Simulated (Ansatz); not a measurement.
`NC#[C][SnH2][OH]`. Charge 0, multiplicity 1. Sn takes the def2 core potential. All single points use the PBE0-D4/def2-TZVP geometry. It is one conformer, not always the lowest.

```xyz
10

N    -2.684    0.082   -0.767
C    -1.426   -0.069   -0.348
C    -0.294   -0.250    0.052
Sn    1.617   -0.583    0.744
O     2.708    0.970    0.215
H    -2.837    0.027   -1.762
H    -3.228    0.798   -0.312
H     1.652   -0.645    2.445
H     2.314   -1.943   -0.004
H     2.179    1.613   -0.263
```

(1) What is the dipole moment at r2SCAN/def2-TZVPP? (Estimate.)

(2) And with PBE, B3LYP, ωB97M-V? (Estimate.)

(3) Give the Mulliken charges with r2SCAN, PBE, B3LYP in def2-TZVPP. (An estimate is asked.)

## Answers

(1) Ansatz gave: 4.08 D, with components (-3.82, 0.58, -1.33) D in this frame, pointing from negative to positive charge.

(2) Computed: PBE 4.02 D, B3LYP 3.96 D, ωB97M-V 3.91 D.

(3) Computed: 
```csv
atom,r2SCAN,PBE,B3LYP
N1,-0.36,-0.28,-0.32
C2,0.15,0.17,0.23
C3,-0.54,-0.55,-0.58
Sn4,1.01,0.88,0.98
O5,-0.59,-0.53,-0.57
H6,0.19,0.19,0.18
H7,0.19,0.19,0.18
H8,-0.13,-0.12,-0.14
H9,-0.13,-0.12,-0.13
H10,0.19,0.17,0.17
```

B3LYP here is the variant with VWN-RPA as its local correlation; programs differ in this.
